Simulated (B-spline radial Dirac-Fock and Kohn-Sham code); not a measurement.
**L-shell conversion coefficients of Mg against transition energy**

The computed values come from a B-spline atomic structure program: a Dirac-Hartree-Slater potential of the neutral atom with a Latter tail (no hole, which puts coefficients of high multipoles low close above an edge), finite nucleus with surface currents. Subshells within 1 keV of threshold and pair formation are left out.

| energy (keV) | E1 | E2 | E4 | M2 | M4 | M5 |
| --- | --- | --- | --- | --- | --- | --- |
| 12.6 | 0.268 | 24.4 | 265000 | 3.20 | 26900 | 2.58e+06 |
| 19.6 | 0.0678 | 4.01 | 14600 | 0.571 | 1840 | 110000 |
| 20 | 0.0637 | 3.69 | 12800 | 0.528 | 1630 | 95400 |
| 24.6 | 0.0332 | 1.59 | 3410 | 0.240 | 479 | 22500 |
| 26.6 | 0.0259 | 1.15 | 2080 | 0.179 | 303 | 13100 |
| 50 | 0.00345 | 0.0864 | 41.7 | 0.0177 | 8.25 | 185 |
| 58.6 | 0.00207 | 0.0449 | 15.9 | 0.0100 | 3.42 | 65.5 |
| 95.5 | 0.000426 | 0.00601 | 0.850 | 0.00183 | 0.246 | 2.93 |
| 100 | 0.000367 | 0.00498 | 0.647 | 0.00157 | 0.193 | 2.20 |
| 105 | 0.000314 | 0.00407 | 0.485 | 0.00133 | 0.150 | 1.63 |
| 150 | 9.96e-05 | 0.000951 | 0.0606 | 0.000406 | 0.0241 | 0.189 |
| 164 | 7.49e-05 | 0.000663 | 0.0363 | 0.000304 | 0.0155 | 0.112 |
| 200 | 4.00e-05 | 0.000300 | 0.0118 | 0.000161 | 0.00585 | 0.0357 |
| 225 | 2.77e-05 | 0.000188 | 0.00611 | 0.000111 | 0.00333 | 0.0184 |
| 235 | 2.42e-05 | 0.000159 | 0.00481 | 9.72e-05 | 0.00271 | 0.0145 |
| 368 | 6.38e-06 | 2.91e-05 | 0.000443 | 2.53e-05 | 0.000356 | 0.00134 |
| 378 | 5.91e-06 | 2.64e-05 | 0.000387 | 2.35e-05 | 0.000317 | 0.00117 |
| 411 | 4.67e-06 | 1.96e-05 | 0.000254 | 1.85e-05 | 0.000222 | 0.000769 |
| 436 | 3.97e-06 | 1.59e-05 | 0.000190 | 1.56e-05 | 0.000173 | 0.000576 |
| 484 | 3.00e-06 | 1.11e-05 | 0.000115 | 1.17e-05 | 0.000113 | 0.000348 |
| 500 | 2.76e-06 | 9.96e-06 | 9.87e-05 | 1.07e-05 | 9.86e-05 | 0.000299 |
| 636 | 1.51e-06 | 4.60e-06 | 3.34e-05 | 5.63e-06 | 3.84e-05 | 9.98e-05 |
| 828 | 8.35e-07 | 2.13e-06 | 1.13e-05 | 2.89e-06 | 1.47e-05 | 3.28e-05 |
| 929 | 6.59e-07 | 1.57e-06 | 7.37e-06 | 2.19e-06 | 9.87e-06 | 2.07e-05 |
| 1000 | 5.70e-07 | 1.30e-06 | 5.66e-06 | 1.84e-06 | 7.72e-06 | 1.56e-05 |
| 1310 | 3.49e-07 | 6.89e-07 | 2.32e-06 | 1.00e-06 | 3.29e-06 | 5.89e-06 |
| 1660 | 2.38e-07 | 4.20e-07 | 1.17e-06 | 6.06e-07 | 1.66e-06 | 2.71e-06 |
| 2000 | 1.80e-07 | 2.95e-07 | 7.20e-07 | 4.19e-07 | 1.01e-06 | 1.54e-06 |

Q: How fast do they fall between 1310 and 2000 keV?

A: As powers of the energy: E1 E^-1.56, E2 E^-2.00, E4 E^-2.77, M2 E^-2.06, M4 E^-2.80, M5 E^-3.17. Within one type (E or M) the higher multipoles fall faster.
